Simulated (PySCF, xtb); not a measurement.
H2Sb, SMILES [SbH2+] (connectivity only; charge and spin as stated), charge +1, multiplicity 1.

Harmonic wavenumbers (cm⁻¹) from GFN2-xTB (xtb) at its own minimum, in rising order: 783, 1609, 1645.

Question: What does PySCF with B3LYP-D3(BJ)/def2-TZVPD give at its own minimum? (The exact figures need the calculation; the answer reports its results.)

Answer: 855, 1975, 1982. Paired by order, the mean absolute difference is 258 cm⁻¹ and the zero-point energies are 5.8 and 6.9 kcal/mol.
